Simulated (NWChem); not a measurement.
Molecule: CH₅ClGe; SMILES [CH3][GeH2][Cl]

```xyz
8

Ge     0.4215     0.3880    -0.0004
C     -1.1357     1.5715    -0.0012
Cl    -0.3065    -1.6770     0.0000
H      1.2880     0.5550    -1.2766
H      1.2879     0.5554     1.2758
H     -1.7498     1.3886     0.9010
H     -0.8021     2.6285    -0.0047
H     -1.7524     1.3836    -0.9006
```
Atoms are numbered in this order, from 1.

Program: NWChem. Pople sets run with spherical d functions. Geometry: optimised at PBE-D3(BJ)/def2-SVP. Vzz is the largest principal value of the second derivative of the potential at the nucleus (NWChem prints the opposite sign); η is the asymmetry. Non-relativistic.

For level PBE/def2-TZVP:

- Vzz Ge1 (a.u.): 1.870
- Vzz Cl3 (a.u.): 2.510

Q: How do the values read with level PBE/6-31G* instead?

A: 
* **Vzz Ge1 (a.u.)**: 1.490
* **Vzz Cl3 (a.u.)**: 2.401
